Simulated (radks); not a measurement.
Results of a calculation; reference values are marked as such.
Charge is removed step by step from the 4f7/2 level of the ytterbium ion Yb2+, starting from [Xe] 4f(5/2: 6, 7/2: 8). Code: a radial shooting solver on a logarithmic mesh with Libxc functionals. Model: Dirac Kohn-Sham, PBE, spin-unpolarised, spherical densities, finite nucleus; Fermi nuclear charge, rms radius 5.3108 fm.

| removed (e) | E - E(0) (eV) | eigenvalue (eV) | E minus straight line (eV) |
|---|---|---|---|
| 0 | 0.000 | -17.033 | 0.000 |
| 0.125 | 2.260 | -19.131 | -0.977 |
| 0.25 | 4.785 | -21.286 | -1.688 |
| 0.375 | 7.584 | -23.497 | -2.126 |
| 0.5 | 10.662 | -25.759 | -2.285 |
| 0.625 | 14.025 | -28.072 | -2.157 |
| 0.75 | 17.681 | -30.431 | -1.738 |
| 0.875 | 21.635 | -32.837 | -1.021 |
| 1 | 25.893 | -35.287 | 0.000 |

Removing the whole electron costs 25.893 eV by Delta-SCF, against 17.033 eV from minus the eigenvalue at the starting occupation. Slater's transition state (half an electron removed) gives 25.759 eV. Integrating minus the eigenvalue over the occupation (Janak's theorem) gives 25.893 eV. The mean slope of the eigenvalue, de/dn, is 18.3 eV per electron. Ionisation energy of Yb2+ in the NIST Atomic Spectra Database: 25.05 eV (semi-empirical).

Beside tabulated values, note that spin-unpolarised runs miss the spin-polarisation part of the exchange energy of open shells.
